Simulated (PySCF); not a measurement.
Pd⁺: excitation energy

Pd⁺ [Kr] 4d9 (2D) → Pd⁺ [Kr] 4d8 5p1 (high-spin determinant), as a difference of total energies. Calculation: PySCF 2.14, in aug-cc-pVTZ-PP with ECP28MDF (6s6p5d3f2g, 88 functions); a scalar-relativistic core potential. Correlated levels: valence: 4s2 4p6 frozen. The calculations carry no spin-orbit coupling.

```
           method  excitation energy (eV)
              UHF                   7.168
    MP2 (valence)                   8.570
SCS-MP2 (valence)                   8.606
   CCSD (valence)                   8.249
CCSD(T) (valence)                   8.314
```

**Question.** How much does correlation contribute at CCSD(T) (valence)?

**Answer.** 8.314 − (7.168) = 1.146 eV, measured against UHF.

The determinant of the upper state mixes LS terms, which raises its energy above the lowest term, most at the Hartree-Fock and MP2 levels.
